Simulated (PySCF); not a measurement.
First SCF of a structure search on singlet [TiH5]-, at a hand-made square pyramidal geometry. PySCF input:

```python
from pyscf import gto, scf, dft
mol = gto.M(atom='''
Ti     0.000000     0.000000     0.000000
H      0.000000     0.000000     1.680000
H      1.643300     0.000000    -0.349300
H      0.000000     1.643300    -0.349300
H     -1.643300     0.000000    -0.349300
H     -0.000000    -1.643300    -0.349300''',
    basis={'Ti': 'def2-TZVPD', 'H': 'def2-TZVPD'},
    charge=-1, spin=0)
mf = dft.RKS(mol, xc='PBE0')
mf.grids.atom_grid = (50, 194)
aux = {'Ti': 'def2-universal-JKFIT', 'H': 'def2-universal-JKFIT'}
mf = mf.density_fit(auxbasis=aux)
mf.conv_tol = 1e-08
mf.diis_space = 10
mf.max_cycle = 60
mf.init_guess = 'minao'
mf.verbose = 4
mf.kernel()
```

Excerpt of the output (cycles and frontier levels):

```
init E= -851.600590842433
  HOMO = -0.306093996014944  LUMO = -0.16461311524886  gap/eV = 3.84989
cycle= 1 E= -852.09804120124  delta_E= -0.497  |g|= 0.383  |ddm|= 1.97
  HOMO = -0.0551952276636384  LUMO = 0.0748403551072283  gap/eV = 3.53845
cycle= 2 E= -852.00154664674  delta_E= 0.0965  |g|= 0.858  |ddm|= 0.682
  HOMO = -0.0423013076256874  LUMO = 0.132212524325619  gap/eV = 4.74876
cycle= 3 E= -852.134144728912  delta_E= -0.133  |g|= 0.164  |ddm|= 0.757
  HOMO = -0.0783544605196026  LUMO = 0.101307420115356  gap/eV = 4.88885
cycle= 4 E= -852.142060558224  delta_E= -0.00792  |g|= 0.043  |ddm|= 0.31
  HOMO = -0.075999282524198  LUMO = 0.106960534214147  gap/eV = 4.97859
cycle= 5 E= -852.142541725261  delta_E= -0.000481  |g|= 0.00271  |ddm|= 0.0594
  HOMO = -0.0761984315410428  LUMO = 0.106875996362158  gap/eV = 4.98171
cycle= 6 E= -852.142544135882  delta_E= -2.41e-06  |g|= 0.00106  |ddm|= 0.00308
  HOMO = -0.0761805961537916  LUMO = 0.106821392305901  gap/eV = 4.97974
cycle= 7 E= -852.142544446096  delta_E= -3.1e-07  |g|= 0.000141  |ddm|= 0.000961
  HOMO = -0.0761861396545789  LUMO = 0.106799171620991  gap/eV = 4.97928
cycle= 8 E= -852.142544468897  delta_E= -2.28e-08  |g|= 5.35e-05  |ddm|= 0.000332
  HOMO = -0.0761871685107453  LUMO = 0.106801573738519  gap/eV = 4.97938
cycle= 9 E= -852.142544470954  delta_E= -2.06e-09  |g|= 1.82e-05  |ddm|= 0.000112
  HOMO = -0.0761879930357673  LUMO = 0.106795511592327  gap/eV = 4.97923
Extra cycle  E= -852.142544470598  delta_E= 3.56e-10  |g|= 4.4e-05  |ddm|= 6.99e-05
converged SCF energy = -852.142544470598
```

No lower solution of this spin was found from smeared starts or by a stability analysis within the restricted form, which does not test spin polarisation.

The search for the lowest solution, 3 starts and the stability check together, took 4 s on 4 threads of a shared Arm Neoverse V2 host, with 93 basis functions; the process peaked at 0.58 GiB. Launch command: `OMP_NUM_THREADS=4 python axn.py task.json out`.
